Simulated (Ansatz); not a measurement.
A structure relaxed at PBE-D4/def2-SVP in Ansatz, charge -1, singlet:

Cartesian coordinates in Å:
```
B -1.6198 -0.6564 -1.8724
As 0.4450 -0.4880 -1.8391
As -0.6573 2.4068 -0.5584
B 1.0405 1.4055 -1.1661
B 1.4037 -1.9930 -0.7861
As 2.2462 1.1233 0.4832
As -2.1632 -0.4450 0.1219
B -1.9953 1.5360 0.7434
B -1.3141 -1.8504 1.3819
As 0.7406 -1.7280 1.1650
B 1.6391 -0.0694 2.0489
H -2.1051 0.2535 -2.5460
H -1.8957 -1.7856 -2.2667
H 0.9549 -0.5082 -3.2833
H -1.3297 2.8625 -1.8480
H -0.2229 3.7913 -0.0615
H 1.6334 2.0646 -2.0076
H 1.0042 -3.0678 -1.2242
H 2.6241 -1.8374 -0.8474
H 3.5920 0.6843 -0.0814
H 2.6812 2.5083 0.9786
H -3.6689 -0.7141 0.1580
H -3.0530 2.1484 0.6315
H -1.4798 1.6157 1.8512
H -1.6565 -2.9588 0.9719
H -1.6273 -1.6125 2.5461
H 1.3101 -2.9135 1.9467
H 0.8270 0.5974 2.6776
H 2.6466 -0.3697 2.6821
```

Problem. Give its formula and point group.

Solution. B6As5H18⁻, a cluster cut from wurtzite BAs (hydrogen-capped). Point group Cs (tolerance 0.1 Å).

Problem. Summarise the bond lengths by kind (pairs closer than 1.2 times the sum of covalent radii, bridged metal pairs left out).

Solution. 13 × As–B 2.06 to 2.10 Å; 11 × B–H 1.22 to 1.23 Å; 7 × As–H 1.52 to 1.53 Å.
